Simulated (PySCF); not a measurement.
An unknown gives this computed stick spectrum. Level of theory: TDDFT PBE0/def2-SVPD, vertical, gas phase, core orbitals frozen in the response (PySCF 2.14.0, density-fitted response routines). Geometries: GFN2-xTB, one conformer each.

```
state  ν̃ (cm⁻¹)       f  main configurations (H = HOMO, L = LUMO)
   S1      34400  0.0001                                 H→L (98%)
   S2      53280  0.0015                   H-1→L (90%), H-2→L (8%)
   S3      54400   0.019                   H-2→L (89%), H-1→L (8%)
   S4      56080   0.015                               H→L+1 (90%)
   S5      59310  0.0039                               H-3→L (94%)
   S6      60410   0.013                               H→L+2 (88%)
```

Question: Which structure fits? All have the formula C7H12O.
A. `CC(=O)C(C)=C(C)C`
B. `O=CC1CCCCC1`
C. `CO[C@]12CC[C@H](C1)C2`

Answer: B. Its S1 lies at 4.27 eV; the nearest of the others has S1 at 3.83 eV. S1 is HOMO→LUMO (98%). S1 has the pattern of n→π* at C=O. At the same level the other candidates give, for their lowest levels:
- `CO[C@]12CC[C@H](C1)C2`: 6.81 eV (f 0.001); 7.21 eV (f 0.006); 7.54 eV (f 0.010); 7.75 eV (f 0.006); 7.97 eV (f 0.011); T1 6.72 eV; HOMO -7.13, LUMO 0.75 eV
- `CC(=O)C(C)=C(C)C`: 3.83 eV (f 0.001); 5.26 eV (f 0.272); 6.35 eV (f 0.009); 6.52 eV (f 0.007); 6.77 eV (f 0.003); T1 3.24 eV; HOMO -6.88, LUMO -1.14 eV
Triplets come from the Tamm–Dancoff approximation.
